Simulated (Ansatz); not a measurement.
Born–Oppenheimer molecular dynamics of GaH6NO3 (11 atoms, charge 0, multiplicity 1). It starts at the highest image of a converged band, a first-order saddle point between two minima.

The calculation used Ansatz, RKS PBE-D4/def2-SVP.

```json
{"ensemble": "NVE (velocity Verlet)", "time step": "0.5 fs", "steps asked": "200", "starting velocities drawn for": "100 K", "seed": "4271"}
```

First frame:

```xyz
11
Properties=species:S:1:pos:R:3
Ga -0.079 0.046 0.237
N -0.062 0.195 2.195
H -0.859 -0.203 2.704
H 0.803 -0.070 2.681
O 1.502 -0.535 -0.433
H 1.621 -0.235 -1.351
O -1.711 -0.281 -0.495
H -1.722 -1.137 -0.960
O -0.145 2.031 0.625
H -1.023 2.407 0.419
H -0.165 1.485 1.672
```

Task: How far do the bonds stretch over the last three quarters of this one trajectory? (Pairs bonded in most of those frames.)

Result: 
```json
{"bond": "Ga1–N2", "mean (Å)": "2.235", "spread (Å)": "0.105", "shortest": "2.02", "longest": "2.37"}
{"bond": "Ga1–O5", "mean (Å)": "1.841", "spread (Å)": "0.022", "shortest": "1.81", "longest": "1.88"}
{"bond": "Ga1–O7", "mean (Å)": "1.828", "spread (Å)": "0.007", "shortest": "1.82", "longest": "1.84"}
{"bond": "Ga1–O9", "mean (Å)": "1.826", "spread (Å)": "0.065", "shortest": "1.74", "longest": "1.93"}
{"bond": "N2–H3", "mean (Å)": "1.029", "spread (Å)": "0.020", "shortest": "0.99", "longest": "1.07"}
{"bond": "N2–H4", "mean (Å)": "1.031", "spread (Å)": "0.011", "shortest": "1.01", "longest": "1.07"}
{"bond": "N2–H11", "mean (Å)": "1.035", "spread (Å)": "0.033", "shortest": "0.98", "longest": "1.10"}
{"bond": "O5–H6", "mean (Å)": "0.975", "spread (Å)": "0.009", "shortest": "0.96", "longest": "0.99"}
{"bond": "O7–H8", "mean (Å)": "0.975", "spread (Å)": "0.007", "shortest": "0.96", "longest": "0.99"}
{"bond": "O9–H10", "mean (Å)": "0.974", "spread (Å)": "0.002", "shortest": "0.97", "longest": "0.98"}
```

Mean temperature of the second half: 375 K. The conserved energy stayed within 0.067 meV per atom of its start (net change -0.00018 meV per atom), so the integration is sound. The kinetic energy rose, since the run started high on the potential surface and went downhill. A run of 0.1 ps of so small a system gives no equilibrium averages. The orbitals stay closed-shell, which can raise the energy where a bond breaks towards radicals; this wasn't checked here.

Time of the run: 3.2 min on 4 threads of Intel(R) Xeon(R) Platinum 8223CL CPU @ 3.00GHz (Skylake/Cascade Lake), on a shared host, peak memory 0.19 GiB.
